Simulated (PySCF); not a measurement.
C2H6BFO, SMILES CB(F)CO. Atoms are numbered in the order given.

```xyz
11

C      1.5990    -0.2427    -0.4409
B      0.3595     0.1700     0.4190
F      0.5259     0.7204     1.6319
C     -1.1382     0.0066    -0.0616
O     -1.1933    -0.5853    -1.3451
H      1.4190    -1.2127    -0.9303
H      1.6921     0.4883    -1.2650
H      2.5439    -0.2598     0.1215
H     -1.6752    -0.5911     0.7073
H     -1.6123     1.0122    -0.0357
H     -2.1162    -0.6722    -1.6042
```
Charge 0, spin multiplicity 1.

Geometry: ωB97X-D3(BJ)/def2-SVP. This is a generated structure with no PubChem entry under its InChIKey; it may be hypothetical. The values are those of a single conformer.

Two levels are set side by side: PBE/pcSseg-1 (PySCF) and KT2/pcSseg-1 (PySCF). GIAO shifts against BF3 (¹¹B), CFCl3 (¹⁹F), H2O (¹⁷O), TMS (¹H), TMS (¹³C) at the same level; non-relativistic, no solvent, atoms listed together averaged. Differences are taken from unrounded values.

| quantity | KT2 |
|---|---|
| δ(¹³C) of C1 (ppm) | 6.0 |
| δ(¹¹B) of B2 (ppm) | 49.3 |
| δ(¹⁹F) of F3 (ppm) | -56.3 |
| δ(¹³C) of C4 (ppm) | 62.8 |
| δ(¹⁷O) of O5 (ppm) | 8.5 |
| δ(¹H) of H9, H10 (ppm) | 3.98 |
| δ(¹H) of H11 (ppm) | -0.19 |

Task: What does PBE give, and how far is it from KT2? (The exact figures need the calculation; the answer reports its results.)

Result: 
| quantity | PBE | PBE minus KT2 |
|---|---|---|
| δ(¹³C) of C1 (ppm) | 6.8 | 0.8 |
| δ(¹¹B) of B2 (ppm) | 52.7 | 3.4 |
| δ(¹⁹F) of F3 (ppm) | -39.2 | 17.1 |
| δ(¹³C) of C4 (ppm) | 65.1 | 2.3 |
| δ(¹⁷O) of O5 (ppm) | 12.5 | 4.0 |
| δ(¹H) of H9, H10 (ppm) | 4.05 | 0.07 |
| δ(¹H) of H11 (ppm) | -0.17 | 0.01 |

Rough cost on one machine, each run with all the roots and properties that it gave: KT2 against PBE within a factor of 2.
